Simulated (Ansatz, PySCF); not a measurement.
Complex: NH3 (SMILES N) (first 4 atoms) with C3H8 (SMILES CCC); geometry from B3LYP-D3(BJ)/def2-TZVP, rigid monomers moved along the line of their centres of mass till H2···H11 is 2.12 Å.
(charge 0, multiplicity 1):
```xyz
15

N      0.2960     0.1290     0.4838
H      0.1338     0.8239     1.2036
H      0.9649     0.5202    -0.1696
H     -0.5775     0.0029    -0.0148
C      1.2806     0.0896     3.8692
C     -0.2022     0.4517     3.9007
C     -1.1023    -0.7290     3.5450
H      1.9093     0.9478     4.1161
H      1.5016    -0.7021     4.5895
H      1.5695    -0.2727     2.8804
H     -0.3924     1.2781     3.2069
H     -0.4675     0.8315     4.8920
H     -2.1578    -0.4491     3.5612
H     -0.8642    -1.1100     2.5497
H     -0.9652    -1.5488     4.2547
```

Counterpoise-corrected where a basis set is named; no monomer relaxation.

Correlated levels freeze the cores.

The values were computed with Ansatz (Gaussian basis) for Hartree–Fock, density functionals and correlated methods; PySCF for the dispersion terms. Each number belongs to the level named beside it.

PBE/def2-TZVPPD gives 0.14 kcal/mol for the interaction energy.

Question: Predict the shift from PBE, with its sign, for: PBE-D3(BJ)/def2-TZVPPD, r2SCAN/def2-TZVPPD, PBE0/def2-TZVPPD, wB97M-V/def2-TZVPPD, MP2/aug-cc-pVDZ, CCSD(T)/aug-cc-pVDZ.

Answer: PBE-D3(BJ)/def2-TZVPPD -1.32; r2SCAN/def2-TZVPPD -0.58; PBE0/def2-TZVPPD 0.03; wB97M-V/def2-TZVPPD -1.07; MP2/aug-cc-pVDZ -0.67; CCSD(T)/aug-cc-pVDZ -0.66 kcal/mol. 1 of 6 lie above PBE; the widest gap is to PBE-D3(BJ)/def2-TZVPPD.

Ansatz is an electronic-structure program.
